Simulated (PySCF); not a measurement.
Circular dichroism: SMILES C[C@@H]1COC=C[Si@H]1F, C5H9FOSi

Molfile (atoms numbered from 1):
```
C5H9FOSi
     RDKit          3D

 17 17  0  0  0  0  0  0  0  0999 V2000
   -1.7485    0.5660   -0.5004 C   0  0  0  0  0  0  0  0  0  0  0  0
   -0.8597   -0.5724   -0.0093 C   0  0  2  0  0  0  0  0  0  0  0  0
   -0.2922   -0.2544    1.3756 C   0  0  0  0  0  0  0  0  0  0  0  0
    0.5206    0.9054    1.4521 O   0  0  0  0  0  0  0  0  0  0  0  0
    1.5840    1.0117    0.6416 C   0  0  0  0  0  0  0  0  0  0  0  0
    1.8771    0.2874   -0.4435 C   0  0  0  0  0  0  0  0  0  0  0  0
    0.6340   -0.9082   -1.1416 Si  0  0  1  0  0  4  0  0  0  0  0  0
    1.0708   -2.4572   -0.9256 F   0  0  0  0  0  0  0  0  0  0  0  0
   -1.1723    1.4839   -0.5959 H   0  0  0  0  0  0  0  0  0  0  0  0
   -2.1756    0.3272   -1.4712 H   0  0  0  0  0  0  0  0  0  0  0  0
   -2.5636    0.7482    0.1993 H   0  0  0  0  0  0  0  0  0  0  0  0
   -1.4728   -1.4702    0.1081 H   0  0  0  0  0  0  0  0  0  0  0  0
    0.2979   -1.1136    1.7264 H   0  0  0  0  0  0  0  0  0  0  0  0
   -1.0954   -0.0626    2.0938 H   0  0  0  0  0  0  0  0  0  0  0  0
    2.2294    1.8087    0.9973 H   0  0  0  0  0  0  0  0  0  0  0  0
    2.7998    0.5164   -0.9516 H   0  0  0  0  0  0  0  0  0  0  0  0
    0.3596   -0.8043   -2.5649 H   0  0  0  0  0  0  0  0  0  0  0  0
  1  2  1  0
  2  3  1  0
  3  4  1  0
  4  5  1  0
  5  6  2  0
  6  7  1  0
  7  8  1  0
  7  2  1  0
  1  9  1  0
  1 10  1  0
  1 11  1  0
  2 12  1  1
  3 13  1  0
  3 14  1  0
  5 15  1  0
  6 16  1  0
  7 17  1  6
M  END
```

Theory: PySCF 2.14.0, TDDFT CAM-B3LYP/def2-SVPD circular dichroism and optical rotation, one conformer, gas phase. Geometry: GFN2-xTB.

States above about 8.5 eV (minus the energy of the highest occupied orbital) lie near or above the ionisation threshold and depend on the basis.

(1) Assign R or S to each stereocentre.

(2) Which excitations and rotatory strengths does the calculation give?

Results:

(1) C2 R, Si7 S.

(2) Rotatory strengths R in 10⁻⁴⁰ esu² cm², velocity form and length form (origin at the centre of mass); f in length form.
```tsv
state	E (eV)	λ (nm)	f	R (velocity)	R (length)	main
1	6.15	202	0.165	-32.0	-35.0	HOMO→LUMO 0.95
2	6.76	183	0.003	-5.4	-4.1	HOMO−1→LUMO 0.87
3	6.78	183	0.022	-5.8	-4.2	HOMO→LUMO+1 0.74, HOMO→LUMO+3 0.12
4	7.46	166	0.029	+27.7	+26.0	HOMO−2→LUMO 0.63, HOMO→LUMO+2 0.17
5	7.49	166	0.011	-2.8	-3.6	HOMO→LUMO+2 0.63, HOMO−2→LUMO 0.18
6	7.73	160	0.012	+2.5	+4.2	HOMO→LUMO+3 0.62, HOMO→LUMO+1 0.14
7	7.92	157	0.002	+2.4	+2.5	HOMO−1→LUMO+1 0.82
8	8.01	155	0.004	+2.7	+1.2	HOMO→LUMO+4 0.42, HOMO→LUMO+5 0.36
9	8.15	152	0.033	-14.0	-11.8	HOMO→LUMO+6 0.69, HOMO→LUMO+3 0.10
10	8.23	151	0.010	+12.1	+12.0	HOMO→LUMO+4 0.37, HOMO→LUMO+5 0.35
11	8.34	149	0.014	+25.3	+23.0	HOMO−1→LUMO+2 0.32, HOMO−1→LUMO+3 0.25
12	8.44	147	0.023	+16.2	+14.9	HOMO−1→LUMO+2 0.39, HOMO−4→LUMO 0.26
13	8.56	145	0.045	-30.2	-30.2	HOMO→LUMO+7 0.68
14	8.58	144	0.011	-54.4	-53.6	HOMO−1→LUMO+3 0.49, HOMO−4→LUMO 0.18
15	8.75	142	0.017	+28.0	+27.8	HOMO→LUMO+8 0.52, HOMO−3→LUMO 0.18
16	8.80	141	0.025	-0.9	-0.7	HOMO−3→LUMO 0.35, HOMO−1→LUMO+4 0.11
```

Among the states computed, the strongest CD band (largest |R|) is state 14. The largest dissymmetry factor in size, g = 4R/(D+G), with D and G the electric and magnetic dipole strengths, is -0.059 for state 14 (velocity form, f = 0.012), among bands with |R| over 0.5. The mirror image has the same energies and oscillator strengths and all R with the opposite sign.
